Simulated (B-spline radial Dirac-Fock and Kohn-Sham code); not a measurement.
## X-ray lines that fill the 2s vacancy in Ru⁷⁺

System: ruthenium as Ru⁷⁺ in the configuration [Kr] 4d1, inside a Watson sphere of charge -7 and radius 2.2 Å (a model of the Madelung potential; inside it an electron's potential energy is raised by 45.8 eV).

Input of the calculation (task.json; shells as n, l, electrons):

```json
{"items": [{
  "Z": 44,
  "q": 7,
  "cfg": [[1, 0, 2], [2, 0, 2], [2, 1, 6], [3, 0, 2], [3, 1, 6], [3, 2, 10], [4, 0, 2], [4, 1, 6], [4, 2, 1]],
  "A": 102,
  "rrms": 4.4809,
  "watson": [-7, 2.2],
  "do": ["binding", "quiet", "decay"],
  "holes": ["K", "L1", "L2", "L3", "M1", "M2", "M3", "M4", "M5", "N1", "N2", "N3"]
}]}
```

Run with: `python xray_run.py task.json out`

The computed values come from a B-spline atomic structure program: one-electron (LDA, Dirac) transition rates at Dirac-Fock energies.

```
       line  multipole  energy (eV)  width (meV)  share (%)
      L1-L2         E1        262.3       0.0692      0.120
      L1-L3         E1        391.3        0.483      0.839
Lβ4 (L1-M2)         E1       2747.2         17.3       30.1
Lβ3 (L1-M3)         E1       2769.8         29.5       51.3
      L1-M4         E2       2950.0        0.174      0.302
      L1-M5         E2       2954.2        0.259      0.450
Lγ2 (L1-N2)         E1       3200.1         3.52       6.12
Lγ3 (L1-N3)         E1       3204.1         6.14       10.7
```

The listed lines hold 100.0 % of the radiative rate. The radiative width is 0.0575 eV in the length form and 0.0573 eV in the velocity form; the two differ because the transition energies are not eigenvalue differences of the potential that gave the orbitals.
